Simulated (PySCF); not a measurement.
# Curvature of the energy in the electron number along the second row, charge +2

Calculated with PySCF 2.14, in aug-pcseg-2, non-relativistic: one orbital is emptied in steps, and each cell gives the departure of E from the straight line at half an electron, in eV (from a cubic fit). The exact functional gives zero.

| species | orbital | LDA | BHandHLYP | LC-wPBE | UHF |
| --- | --- | --- | --- | --- | --- |
| B²⁺ | 2s alpha | -1.26 | -0.75 | -0.24 | 0.00 |
| C²⁺ | 2s beta | -1.64 | -0.87 | -0.45 | 0.06 |
| N²⁺ | 2p alpha | -2.35 | -1.09 | -0.99 | 0.16 |
| O²⁺ | 2p alpha | -2.64 | -1.15 | -1.20 | 0.27 |
| F²⁺ | 2p alpha | -2.92 | -1.23 | -1.44 | 0.38 |
| Ne²⁺ | 2p beta | -2.88 | -1.19 | -1.42 | 0.53 |

**Question.** How does the mean departure depend on the functional?

**Answer.** LDA -2.28 eV; BHandHLYP -1.05 eV; LC-wPBE -0.96 eV; UHF 0.24 eV. Semilocal functionals are convex (delocalisation error), Hartree-Fock is concave or straight, and exact exchange removes curvature roughly in proportion to its share, so among the functionals the range-separated hybrids usually come closest to zero.
